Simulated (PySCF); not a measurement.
Isomers of C5H18Si3, mass 162.072 u with the commonest isotopes. The calculation used PBE0/pcSseg-1 in PySCF (dipole) on a GFN2-xTB geometry, gas phase. One conformer each, none proved a minimum here; rigid rotors.

Question: Order these by radius of gyration √(Σ m r²/M), smallest first.
A. `[CH3:1][CH2:2][C@@H:3]([SiH3:4])[C@H:5]([SiH3:6])[SiH2:7][CH3:8]` with C1–C2–C3–Si4 61°, C2–C3–C5–Si6 -73°, C3–C5–Si7–C8 -161°
B. `[CH3:1][CH:2]([CH3:3])[CH2:4][CH2:5][SiH:6]([SiH3:7])[SiH3:8]` with C1–C2–C4–C5 -173°, C2–C4–C5–Si6 60°, C4–C5–Si6–Si7 41°
C. `[CH3:1][CH2:2][CH2:3][CH2:4][SiH2:5][Si@@H:6]([CH3:7])[SiH3:8]` with C1–C2–C3–C4 179°, C2–C3–C4–Si5 179°, C3–C4–Si5–Si6 176°, C4–Si5–Si6–C7 178°
D. `[CH3:1][C@@H:2]([SiH3:3])[Si@@H:4]([CH3:5])[CH2:6][CH2:7][SiH3:8]` with C1–C2–Si4–C5 173°, C2–Si4–C6–C7 176°, Si4–C6–C7–Si8 179°

Answer: A (2.437 Å), B (2.627 Å), D (2.734 Å), C (3.070 Å).

Question: Order these by rotational constant B, largest first.
A. `[CH3:1][CH:2]([CH3:3])[CH2:4][CH2:5][SiH:6]([SiH3:7])[SiH3:8]` with C1–C2–C4–C5 -173°, C2–C4–C5–Si6 60°, C4–C5–Si6–Si7 41°
B. `[CH3:1][CH2:2][CH2:3][CH2:4][SiH2:5][Si@@H:6]([CH3:7])[SiH3:8]` with C1–C2–C3–C4 179°, C2–C3–C4–Si5 179°, C3–C4–Si5–Si6 176°, C4–Si5–Si6–C7 178°
C. `[CH3:1][C@@H:2]([SiH3:3])[Si@@H:4]([CH3:5])[CH2:6][CH2:7][SiH3:8]` with C1–C2–Si4–C5 173°, C2–Si4–C6–C7 176°, Si4–C6–C7–Si8 179°
D. `[CH3:1][CH2:2][C@@H:3]([SiH3:4])[C@H:5]([SiH3:6])[SiH2:7][CH3:8]` with C1–C2–C3–Si4 61°, C2–C3–C5–Si6 -73°, C3–C5–Si7–C8 -161°

Answer: D (648.8 MHz), A (592.3 MHz), C (492.8 MHz), B (383.2 MHz).

Question: Order these by out-of-plane moment Σ m c² = (Ia + Ib − Ic)/2, largest first.
A. `[CH3:1][CH:2]([CH3:3])[CH2:4][CH2:5][SiH:6]([SiH3:7])[SiH3:8]` with C1–C2–C4–C5 -173°, C2–C4–C5–Si6 60°, C4–C5–Si6–Si7 41°
B. `[CH3:1][C@@H:2]([SiH3:3])[Si@@H:4]([CH3:5])[CH2:6][CH2:7][SiH3:8]` with C1–C2–Si4–C5 173°, C2–Si4–C6–C7 176°, Si4–C6–C7–Si8 179°
C. `[CH3:1][CH2:2][C@@H:3]([SiH3:4])[C@H:5]([SiH3:6])[SiH2:7][CH3:8]` with C1–C2–C3–Si4 61°, C2–C3–C5–Si6 -73°, C3–C5–Si7–C8 -161°
D. `[CH3:1][CH2:2][CH2:3][CH2:4][SiH2:5][Si@@H:6]([CH3:7])[SiH3:8]` with C1–C2–C3–C4 179°, C2–C3–C4–Si5 179°, C3–C4–Si5–Si6 176°, C4–Si5–Si6–C7 178°

Answer: C (149.25 u·Å²), B (122.85 u·Å²), A (57.81 u·Å²), D (32.20 u·Å²).

```
                              SMILES  point group  Ia (u·Å²)  Ib (u·Å²)  Ic (u·Å²)      κ  μa (D)  μb (D)  μc (D)
          CCCC[SiH2][Si@@H](C)[SiH3]           C1     241.08    1318.95    1495.62  -0.95    0.20    0.27    0.17
          CC(C)CC[SiH]([SiH3])[SiH3]           C1     323.21     853.30    1060.89  -0.79    0.86    0.43    0.26
CC[C@@H]([SiH3])[C@H]([SiH3])[SiH2]C           C1     332.71     778.96     813.17  -0.94    0.01    0.12    1.21
   C[C@@H]([SiH3])[Si@@H](C)CC[SiH3]           C1     308.96    1025.60    1088.86  -0.95    0.40    0.50    0.37
```
